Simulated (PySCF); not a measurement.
# Telling isomers of C6H10O apart by NMR

Level of theory: structure optimised with PBE0-D3(BJ)/def2-SVP, shielding tensors at PBE0/pcSseg-1 (GIAO), B3LYP/pcJ-1 coupling constants (spin–dipole term left out of most H,H and C,H couplings), in PySCF 2.14.0 with density-fitted response routines (single conformer, no solvent model, no relativistic terms, fast rotation and ring inversion assumed for equivalent nuclei).

Shifts are taken against calculated references (same method and geometry level): 1H (σ = 31.27 ppm), 13C (σ = 184.41 ppm) against TMS. Multiplet labels drop J under 1 Hz and among equivalent protons, and merge close values. Unscaled 3J(H,H) run several per cent high. Shifts are as computed. Against solution values, carbons near 30 ppm lie about +2 ppm off and those near 130 ppm about +5 ppm. Of 1309 compounds with measured shifts, 239 miss one by over three times the rms of a fit or turn the order of signals round; such compounds aren't used in these exercises. OH and NH positions are gas-phase values without hydrogen bonding to other molecules.

(1) Tabulate the signals of `O[C@H]1CC=CCC1`, `C=CC(=C)COC` and their relative energies.

(2) What is the quickest way to tell O[C@H]1CC=CCC1 from C=CC(=C)COC?

Answers

(1) 
```json
{"SMILES": "O[C@H]1CC=CCC1", "carbon types": "3×CH 3×CH2", "δC": "135.9, 133.9, 68.0, 39.9, 35.6, 29.0", "δH": "5.81 (m, 1H), 5.78 (m, 1H), 3.42 (m, 1H), 2.45 (m, 1H), 2.27 (m, 1H), 2.07 (m, 1H), 1.87 (m, 1H), 1.53 (m, 1H), 0.95 (m, 1H), -0.57 (br s, 1H)", "E rel. (kcal/mol)": "0.0"}
{"SMILES": "C=CC(=C)COC", "carbon types": "1×C 1×CH 3×CH2 1×CH3", "δC": "148.7, 145.7, 124.9, 116.9, 72.2, 59.0", "δH": "6.52 (ddt, 1H), 5.87 (qd, 1H), 5.41 (qd, 1H), 5.19 (dt, 1H), 5.09 (d, 1H), 3.83 (td, 2H), 3.42 (s, 3H)", "E rel. (kcal/mol)": "32.6"}
```

Energies are electronic energies at PBE0/pcSseg-1 on these geometries, without zero-point or thermal terms, each for the one conformer computed, which needn't be the lowest.

(2) Both give the same number of carbon signals, but DEPT or the intensities differ. The first has an sp3 CH bonded to O at 68.0 ppm, the second a fully substituted alkene carbon (C) at 148.7 ppm. Their most deshielded carbons lie at 135.9 and 148.7 ppm. In the proton spectra the most deshielded non-exchanging signals are 5.81 (m, 1H) and 6.52 (ddt, J = 19.4, 12.6, 1.0 Hz, 1H).
